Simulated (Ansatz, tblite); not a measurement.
Forces on In₆Sb₆H₁₈, a cluster cut from wurtzite InSb (hydrogen-capped) at its PBE-D4/def2-SVP geometry. Total charge 0; singlet.

In the def2 sets In, Sb take a core potential; there is no spin–orbit coupling. The xTB rows come from tblite. Single mean-field runs in def2-TZVP are fitted with def2-universal-jkfit.

GFN2-xTB (tblite), largest force 0.51 eV/Å:

```xyz
30
positions Å, forces eV/Å
Sb   -2.527    0.133    1.952   -0.144    0.071    0.145
In   -2.846    1.240   -0.724    0.224   -0.013    0.024
In    0.373    3.453    1.638    0.153   -0.363   -0.315
Sb   -0.503    2.762   -1.042    0.074    0.208   -0.069
Sb   -2.141   -1.288   -1.989   -0.111   -0.046   -0.181
In    0.851    1.649   -3.357    0.077   -0.070    0.496
In   -0.027   -0.864    3.067    0.066    0.106   -0.186
Sb    1.853    1.003    2.126    0.177    0.131    0.070
Sb    0.152   -2.998    1.092    0.079   -0.188    0.074
In    0.448   -2.608   -1.780    0.037    0.206    0.085
In    3.763   -0.515    0.553   -0.396    0.281   -0.140
Sb    2.250   -0.454   -1.925    0.192    0.069   -0.106
H    -3.279    1.174    3.089    0.031   -0.290   -0.184
H    -3.683   -1.138    2.106    0.115    0.248    0.053
H    -4.502    1.671   -1.042   -0.192    0.015   -0.024
H    -1.068    3.283    2.616    0.043    0.078    0.011
H     1.478    4.790    1.558   -0.169   -0.031    0.109
H    -1.245    4.201   -1.634    0.080   -0.201    0.080
H    -3.322   -2.438   -1.482    0.133    0.163   -0.176
H    -2.639   -1.263   -3.631   -0.015   -0.103    0.328
H    -0.414    0.802   -4.222    0.049    0.056   -0.051
H     1.999    2.799   -3.969   -0.150   -0.104   -0.090
H    -0.253   -1.498    4.672   -0.052   -0.089    0.164
H     2.662    1.285    3.622   -0.121   -0.051   -0.190
H    -1.236   -3.998    1.316    0.269    0.065    0.004
H     1.282   -4.173    1.626   -0.315    0.118   -0.073
H     0.460   -4.125   -2.631   -0.029   -0.177   -0.077
H     5.223    0.406    0.364   -0.035   -0.190    0.065
H     3.575   -2.159    1.124    0.085    0.029   -0.002
H     3.319   -1.130   -3.095   -0.155    0.073    0.155
```

PBE-D4/def2-TZVP (Ansatz), largest force 0.14 eV/Å:

```
Sb -0.096 -0.019 0.059
In -0.008 0.004 -0.002
In -0.007 0.017 0.014
Sb -0.064 0.031 -0.018
Sb -0.083 -0.059 -0.046
In -0.004 0.002 -0.023
In 0.000 -0.002 0.009
Sb 0.003 -0.018 0.071
Sb -0.022 -0.106 0.034
In 0.002 -0.007 -0.005
In 0.019 -0.013 0.005
Sb 0.012 -0.057 -0.042
H 0.056 -0.085 -0.089
H 0.094 0.106 -0.011
H 0.091 -0.022 0.017
H 0.080 0.005 -0.056
H -0.071 -0.085 0.006
H 0.051 -0.097 0.040
H 0.094 0.092 -0.042
H 0.036 -0.004 0.127
H 0.070 0.046 0.053
H -0.074 -0.074 0.039
H 0.013 0.036 -0.087
H -0.054 -0.019 -0.101
H 0.114 0.079 -0.017
H -0.091 0.089 -0.041
H 0.000 0.084 0.047
H -0.094 -0.060 0.013
H 0.006 0.093 -0.032
H -0.072 0.046 0.079
```

PBE0-D4/def2-TZVP (Ansatz), largest force 0.39 eV/Å:

```
Sb -0.326 -0.041 0.218
In 0.052 -0.037 0.018
In 0.017 -0.034 -0.032
Sb -0.262 0.155 -0.083
Sb -0.284 -0.192 -0.188
In 0.009 -0.007 0.048
In -0.010 0.009 -0.064
Sb 0.028 -0.062 0.307
Sb -0.046 -0.369 0.127
In -0.020 0.048 0.041
In -0.036 0.029 -0.016
Sb 0.075 -0.239 -0.190
H 0.182 -0.221 -0.257
H 0.267 0.271 -0.048
H 0.259 -0.061 0.048
H 0.190 0.022 -0.129
H -0.169 -0.192 0.020
H 0.161 -0.296 0.123
H 0.267 0.254 -0.092
H 0.125 0.008 0.360
H 0.167 0.112 0.116
H -0.175 -0.171 0.081
H 0.040 0.102 -0.247
H -0.164 -0.054 -0.314
H 0.295 0.236 -0.056
H -0.238 0.275 -0.122
H 0.004 0.238 0.130
H -0.212 -0.146 0.033
H 0.024 0.218 -0.075
H -0.218 0.146 0.244
```
